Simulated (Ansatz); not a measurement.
Cost and result for the atomization energy of C$_{3}$H$_{8}$OSi, SMILES `C1CO[SiH2]C1` (13 atoms, 13 bonds).

Cartesian coordinates in Å:
```
C -1.0084 -0.4932 0.1229
C -0.9095 0.7783 -0.7164
O 0.2281 1.5205 -0.2952
Si 1.3949 0.5436 0.3661
C 0.4120 -1.0562 0.2875
H -1.6952 -1.2101 -0.3354
H -1.4143 -0.2348 1.1060
H -0.8070 0.5300 -1.7812
H -1.7938 1.4103 -0.6027
H 2.6367 0.5471 -0.4532
H 1.7396 1.0049 1.7376
H 0.7098 -1.6336 -0.5930
H 0.5070 -1.7070 1.1572
```

The species carries charge 0 and has multiplicity 1. All single points use the PBE0-D4/def2-TZVP geometry. Program: Ansatz. All runs use 4 threads of an Arm Neoverse V1 on a shared host. Times are those of one run each, without the atoms' runs, and a repeat can differ threefold. Electronic energies, without spin–orbit coupling; frozen cores. CCSD(T)/CBS adds CCSD(T) − MP2 in def2-TZVPP to the MP2 limit, and its time is that of the two runs behind it. T1 = 0.011. B3LYP takes the VWN-RPA correlation (the form of Gaussian; ORCA's B3LYP/G).

CCSD(T)/CBS is a level of theory with its own doubt, some kJ/mol a heavy atom from the limit and from the frozen cores, so smaller differences don't rank the functionals.

```
                            level  functions  wall time  atomization (kcal/mol)  difference from CCSD(T)/CBS  per bond
               BLYP-D4/def2-TZVPP        278      2.4 s                  1204.6                         -9.3      -0.7
             revPBE-D4/def2-TZVPP        278      2.6 s                  1204.4                         -9.5      -0.7
  PBE-D4/def2-TZVPP (with forces)        278      3.2 s                  1230.7                         16.8       1.3
              BHLYP-D4/def2-TZVPP        278      3.6 s                  1183.4                        -30.5      -2.3
               PBE0-D4/def2-TZVPP        278      3.6 s                  1215.9                          2.0       0.2
B3LYP-D4/def2-TZVPP (with forces)        278        6 s                  1211.0                         -2.9      -0.2
            r2SCANh-D4/def2-TZVPP        278      6.5 s                  1209.9                         -4.0      -0.3
              PBE-QIDH/def2-TZVPP        278        7 s                  1209.6                         -4.3      -0.3
                 CCSD(T)/def2-SVP        114        7 s                  1152.4                        -61.5      -4.7
                B97M-V/def2-TZVPP        278       12 s                  1214.5                          0.6       0.1
                   MP2/def2-QZVPP        538       31 s                  1218.2                          4.3       0.3
               CCSD(T)/def2-TZVPP        278    3.9 min                  1185.0                        -28.9      -2.2
                CCSD(T)/CBS(def2)          –    4.4 min                  1213.9                          0.0       0.0
```

In def2-TZVPP, CCSD(T) changes the Hartree–Fock value by +281.1 kcal/mol (the triples alone add +15.5 kcal/mol) and MP2 by +297.1 kcal/mol; breaking electron pairs costs correlation energy, which Hartree–Fock lacks. The D4 term adds +10.6 kcal/mol with B3LYP and +5.5 kcal/mol with PBE0; it sums over pairs of atoms, weighted by their polarisabilities, and B3LYP, whose exchange is more repulsive, gets the larger term. At CCSD(T), def2-SVP lies −61.5 kcal/mol from the extrapolated value and def2-TZVPP −28.8 kcal/mol: correlation converges slowly with the basis, and small sets miss more of it in the bonded molecule than in its fragments.
